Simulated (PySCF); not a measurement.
**How methods differ on the ionisation energy of Ni**

Ni [Ar] 3d8 4s2 (3F) → Ni⁺ [Ar] 3d9 (2D), as a difference of total energies. All numbers are calculated (PySCF 2.14, the non-relativistic Hamiltonian (point nucleus), in cc-pVTZ). Correlated levels: valence: [Ar] frozen. The calculations carry no spin-orbit coupling.

```
           method  ionisation energy (eV)  difference from reference (eV)
              UHF                   7.721                          +0.081
             BP86                   7.295                          -0.345
            B3LYP                   7.494                          -0.146
    MP2 (valence)                   6.387                          -1.253
SCS-MP2 (valence)                   6.598                          -1.042
```

Reference: 7.640 eV (measured; NIST Atomic Spectra Database, ionization energies).

These non-relativistic numbers lack the scalar-relativistic shift.

The reference lies between the lowest fine-structure levels, while these numbers refer to the centres of the terms.

Errors of the correlated levels include the incompleteness of this basis and the frozen core.

MP2 underrates the near-degeneracy of ns² with np² in the lower species.
